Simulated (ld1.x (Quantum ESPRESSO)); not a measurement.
**What one change does to a pseudopotential (Ni (Z = 28), RRKJ)**

```
Element                 : nickel (Ni)
Generator               : ld1.x (Quantum ESPRESSO) 7.5
Type                    : norm-conserving RRKJ (Kleinman–Bylander form)
Functional              : PBEsol
Relativity              : scalar-relativistic
Frozen core             : [Ne]
Valence charge          : 18
Reference configuration : 3s2 3p6 3d7 4s0 4p0 (charge +3)
Partial waves           : 3s (bound): rc 1.20 bohr; 3p (bound): rc 0.75 bohr; 3d (bound): rc 0.85 bohr
Local potential         : all-electron potential smoothed inside 0.95 bohr (lloc = -1)
Core correction         : Bessel-smoothed model core inside 0.40 bohr
rho0                    : 0.001
```

All-electron outer shells of the reference configuration (PBEsol, scalar-relativistic, ld1.x):

| shell | level (eV) | outermost node (bohr) | outermost maximum (bohr) |
| --- | --- | --- | --- |
| 2p | -884.48 | – | 0.16 |
| 3s | -150.25 | 0.30 | 0.64 |
| 3p | -110.53 | 0.27 | 0.65 |
| 3d | -47.03 | – | 0.62 |
| 4s | -33.20 | 0.90 | 1.88 |
| 4p | -25.17 | 0.96 | 2.15 |

Change: all radii but the core radius scaled by about 1.10 (s 1.32, p 0.82, d 0.94 bohr); local potential all-electron potential smoothed inside 1.04 bohr (lloc = -1).

Cutoffs: the cutoffs (Ry, on a coarse ladder) from which the occupation-weighted sum of valence levels, in a spherical-Bessel basis at the reference potential, stays within 10 and 1 mRy of its value at 400 Ry; they do not see the model core or the augmentation charge, which bear on the density cutoff. Errors are all-electron minus pseudo energies relative to the spin-unpolarised reference configuration.

What does the change do?

The number of tests that count goes from 7 to 4; of the 4 tests that both files solve, the error grows in 1 and shrinks in 3 by more than 15 % and 0.3 meV (median size 12.7 → 5.9 meV); neither file shows a bound ghost at the reference potential, the only one tested.

```tsv
quantity	base	changed
cutoff, loose	260 Ry	230 Ry
cutoff, tight	over 300 Ry	over 300 Ry
loose cutoff by channel (10 mRy a level)	s 110 Ry, p 200 Ry, d 200 Ry	s 100 Ry, p 160 Ry, d 160 Ry
bound ghosts	none	none
tests counted (converged, no solver errors)	7 of 7	4 of 7
error for 3s2 3p6 3d8 4s0 4p0, meV [ΔE -37.44 eV]	-3.1	-4.9
error for 3s2 3p6 3d8 4s0 4p1, meV [ΔE -48.98 eV]	-17	+5.0
error for 3s2 3p6 3d6 4s0 4p0, meV [ΔE 57.52 eV]	-8.6	-6.7
error for 3s2 3p6 3d8 4s0 4p2, meV [ΔE -54.49 eV]	-21	+8.5
```

Changed file: Tests not counted: 3s2 3p6 3d8 4s2 4p0 (solver errors, printed error -3495 eV); 3s2 3p6 3d8 4s1 4p0 (solver errors, printed error -4.1 eV); 3s2 3p6 3d8.5 4s1.5 4p0 (solver errors, printed error -8.1 eV).
